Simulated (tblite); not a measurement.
Compound: C6H18BP.
Bonds: B1–P2, P2–C3, C3–C4, P2–C5, C5–C6, P2–C7, C7–C8. Hydrogens: H9, H10, H11 on B1; H12, H13 on C3; H14, H15, H16 on C4; H17, H18 on C5; H19, H20, H21 on C6; H22, H23 on C7; H24, H25, H26 on C8.

Computed with GFN2-xTB (tblite), gas phase: L-BFGS steps from a force-field or distance-geometry start until the largest atomic force falls under 0.01 eV/Å.

Step 108: E = -701.7010 eV
```
atom  x, y, z in Å  |  force x, y, z in eV/Å
B1      0.1713    0.4988   -1.9542    0.043   0.008  -0.033
P2     -0.0099    0.0351   -0.0984   -0.027  -0.065  -0.019
C3     -1.6143   -0.7551    0.3881   -0.030  -0.005   0.034
C4     -1.8882   -2.0289   -0.4046    0.034   0.038  -0.017
C5      1.2403   -1.1406    0.6037   -0.015  -0.004   0.006
C6      2.6425   -0.7777    0.1333    0.010  -0.007   0.011
C7      0.1098    1.4590    1.0764   -0.013  -0.023  -0.020
C8     -0.7257    2.6443    0.6118    0.001  -0.011  -0.004
H9      0.3579   -0.5303   -2.5301   -0.025   0.010  -0.018
H10     1.1120    1.2351   -2.0018   -0.012  -0.022  -0.002
H11    -0.8537    1.0344   -2.2538    0.017  -0.041   0.020
H12    -2.3944   -0.0194    0.1672    0.040  -0.013   0.014
H13    -1.6276   -0.9553    1.4635    0.013   0.013   0.004
H14    -2.9195   -2.3549   -0.2677    0.068   0.018   0.006
H15    -1.7171   -1.8430   -1.4621   -0.039   0.014  -0.041
H16    -1.2294   -2.8383   -0.0952   -0.028   0.017   0.029
H17     1.1831   -1.1476    1.6961   -0.025   0.038   0.008
H18     0.9827   -2.1425    0.2495   -0.002   0.041  -0.048
H19     2.9538    0.1787    0.5507    0.011  -0.021  -0.041
H20     2.6559   -0.7018   -0.9524    0.012   0.014   0.036
H21     3.3630   -1.5353    0.4402   -0.018   0.017   0.005
H22    -0.1835    1.1364    2.0791   -0.001   0.004   0.020
H23     1.1638    1.7496    1.0967   -0.003  -0.008   0.051
H24    -0.6320    3.4758    1.3090    0.006  -0.004  -0.013
H25    -0.3830    2.9678   -0.3685   -0.043  -0.006   0.007
H26    -1.7789    2.3785    0.5366    0.026  -0.001   0.006
```

Step 109: E = -701.7025 eV
```
atom  x, y, z in Å  |  force x, y, z in eV/Å
B1      0.1726    0.4958   -1.9565    0.068   0.012  -0.044
P2     -0.0069    0.0355   -0.1009   -0.022  -0.066   0.010
C3     -1.6112   -0.7534    0.3870   -0.012   0.013   0.028
C4     -1.8933   -2.0243   -0.4071    0.015   0.071  -0.022
C5      1.2419   -1.1400    0.6041   -0.005   0.002  -0.017
C6      2.6444   -0.7738    0.1373    0.008  -0.026  -0.021
C7      0.1102    1.4566    1.0778   -0.028  -0.033  -0.040
C8     -0.7285    2.6389    0.6142   -0.007   0.004  -0.014
H9      0.3618   -0.5368   -2.5243   -0.025  -0.001  -0.035
H10     1.1126    1.2333   -2.0115   -0.019  -0.029   0.010
H11    -0.8524    1.0269   -2.2604    0.002  -0.037   0.024
H12    -2.3877   -0.0115    0.1732    0.030  -0.034   0.011
H13    -1.6183   -0.9563    1.4617    0.005   0.007   0.011
H14    -2.9243   -2.3459   -0.2612    0.055  -0.001   0.006
H15    -1.7331   -1.8365   -1.4661   -0.030   0.017  -0.036
H16    -1.2340   -2.8355   -0.1055   -0.018   0.006   0.032
H17     1.1817   -1.1496    1.6964   -0.027   0.034  -0.004
H18     0.9886   -2.1407    0.2437   -0.012   0.035  -0.033
H19     2.9522    0.1846    0.5508    0.011  -0.002  -0.039
H20     2.6619   -0.7057   -0.9497    0.009   0.027   0.061
H21     3.3654   -1.5278    0.4497   -0.003   0.004   0.015
H22    -0.1814    1.1295    2.0788   -0.015   0.006   0.039
H23     1.1619    1.7511    1.1004    0.033  -0.003   0.042
H24    -0.6296    3.4742    1.3048    0.000   0.012   0.020
H25    -0.3937    2.9602   -0.3689   -0.022  -0.011  -0.021
H26    -1.7817    2.3738    0.5453    0.009  -0.008   0.017
```

Task: Estimate the geometry and energy of step 110. (The exact step hangs on the optimiser's Hessian estimate; all steps are aligned on step 109, rigid shifts and turns removed.)

Result: E = -701.7041 eV, largest force 0.084 eV/Å
```
atom  x, y, z in Å  |  force x, y, z in eV/Å
B1      0.1773    0.4921   -1.9596    0.068   0.001  -0.050
P2     -0.0028    0.0337   -0.1042   -0.009  -0.038   0.036
C3     -1.6058   -0.7519    0.3900    0.001   0.020   0.014
C4     -1.9020   -2.0146   -0.4126    0.007   0.073  -0.026
C5      1.2439   -1.1412    0.6046    0.006   0.010  -0.031
C6      2.6484   -0.7731    0.1452    0.003  -0.031  -0.036
C7      0.1127    1.4554    1.0740   -0.022  -0.021  -0.028
C8     -0.7359    2.6323    0.6139   -0.009   0.008  -0.019
H9      0.3801   -0.5424   -2.5197   -0.024   0.003  -0.047
H10     1.1088    1.2404   -2.0158   -0.023  -0.036   0.013
H11    -0.8538    1.0080   -2.2693    0.006  -0.034   0.024
H12    -2.3795   -0.0020    0.1922    0.029  -0.058   0.009
H13    -1.6002   -0.9638    1.4635   -0.008   0.000  -0.005
H14    -2.9312   -2.3331   -0.2501    0.043  -0.021   0.003
H15    -1.7631   -1.8198   -1.4748   -0.013   0.019   0.021
H16    -1.2398   -2.8304   -0.1272   -0.031   0.031   0.012
H17     1.1783   -1.1533    1.6968   -0.029   0.025  -0.015
H18     0.9938   -2.1400    0.2372   -0.016   0.025  -0.016
H19     2.9539    0.1852    0.5592    0.011   0.015  -0.029
H20     2.6719   -0.7061   -0.9417    0.003   0.033   0.056
H21     3.3685   -1.5259    0.4603    0.008  -0.012   0.026
H22    -0.1713    1.1260    2.0770   -0.020   0.016   0.023
H23     1.1626    1.7579    1.0941    0.022  -0.010   0.028
H24    -0.6314    3.4723    1.2971   -0.007   0.018   0.047
H25    -0.4151    2.9528   -0.3739   -0.005  -0.028  -0.038
H26    -1.7890    2.3640    0.5570    0.010  -0.010   0.027
```

The energy changes by -0.0016 eV. The first-order estimate −F·Δx gives -0.0023 eV and the mean of the old and new forces, exact on a quadratic surface, -0.0016 eV. The step makes an angle of 83° with the force vector and moves no atom by more than 0.035 Å.

What follows is the cost of the whole relaxation. On one thread, Arm Neoverse V2 (aarch64) (shared host), this took 1.3 s of wall time.
